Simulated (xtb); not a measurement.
SZn, quintet, geometry from GFN2-xTB of the parent state (such geometries of metal compounds can be far from the true shape) (a higher spin typed on purpose: for a closed-shell molecule this is an excited state).

Input for xtb:
```
$ xtb mol.xyz --gfn 1 --chrg 0 --uhf 4 --json

# file mol.xyz
2

Zn    -0.00000000    -0.00000000    -0.71518296
S      0.00000000     0.00000000     1.34096805
```

Problem. What does this run give for the dipole moment, partial charges in atom order, total energy?

Solution. 
```yaml
dipole_moment: 2.19 D
partial_charges_in_atom_order: Zn1 -0.12, S2 0.12
total_energy: -4.0789 Eh
```
